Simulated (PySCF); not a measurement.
Work out the structure from these simulated measurements.

Formula: C6H10FPSi2.

- Rotational structure: rotational constants A, B, C: 1.208, 0.627, 0.463 GHz [GFN2-xTB]
- 1H NMR: chemical shifts (computed TMS as zero) by class: 7.13 (1 H), 6.75 (1 H), 5.77 (1 H), 5.64 (1 H), 4.52 (3 H), 4.49 (3 H) ppm [GIAO PBE0/pcSseg-1]
- 13C NMR: chemical shifts (computed TMS as zero) by class: 181.0 (1 C), 157.1 (1 C), 145.7 (1 C), 138.3 (1 C), 128.5 (1 C), 119.5 (1 C) ppm [GIAO PBE0/pcSseg-1]
- Dipole: 1.44 D [PBE0/pcSseg-1]
- NMR, other nuclei: isotropic shieldings of nuclei other than C and H, by class: 263 (1 F), 431 (1 Si), 438 (1 Si), 276 (1 P) ppm [GIAO PBE0/pcSseg-1]

Gas-phase values; electronic properties from PySCF, density fitting. Levels stand in brackets. The structure is a single GFN2-xTB conformer in the gas phase; no vibrational or solvent corrections. GFN2-xTB frequencies show an imaginary mode (28i cm⁻¹), so this geometry is no minimum at that level. Each NMR value is the plain mean over a class of atoms that symmetry, rotation or inversion makes alike.

Question: Give a SMILES that accounts for the data.

Answer: Numbering: `[CH2:1]=[CH:2][p:3]1[c:4]([SiH3:5])[cH:6][c:7]([F:8])[c:9]1[SiH3:10]`. 6 carbons fall into 6 classes; from least to most shielded: unsaturated ring carbon [C7] (181.0 ppm), unsaturated ring carbon [C4] (157.1 ppm), unsaturated ring CH carbon [C6] (145.7 ppm), alkene CH carbon [C2] (138.3 ppm), terminal =CH2 carbon [C1] (128.5 ppm), unsaturated ring carbon [C9] (119.5 ppm). Hydrogen classes from least to most shielded: 1 H on an unsaturated ring CH carbon, C6 (7.13 ppm), 1 H on an alkene CH carbon, C2 (6.75 ppm), 1 H on a terminal =CH2 carbon, C1 (5.77 ppm), 1 H on a terminal =CH2 carbon, C1 (5.64 ppm), 3 H on an SiH3 silicon, Si10 (4.52 ppm), 3 H on an SiH3 silicon, Si5 (4.49 ppm). The other shieldings belong to: 263 ppm, fluorine bonded to C [F8]; 431 ppm, SiH3 silicon [Si5]; 438 ppm, SiH3 silicon [Si10]; 276 ppm, ring phosphorus [P3]. The optimised geometry has point group C1 and is an asymmetric top. Structure: `C=CP1C([SiH3])=CC(F)=C1[SiH3]`. Computed isomers that give other values at the same levels: `F[Si@@H]([SiH2]P)c1ccccc1` (13C chemical shifts (computed TMS as zero) by class: 138.4 (1 C), 138.2 (2 C), 136.3 (1 C), 133.6 (2 C) ppm). The assignments are read from this structure; whether some other isomer fits the data as well wasn't checked.

The values belong to the conformer `[CH2:1]=[CH:2][p:3]1[c:4]([SiH3:5])[cH:6][c:7]([F:8])[c:9]1[SiH3:10]`: C1–C2–P3–C4 122°.
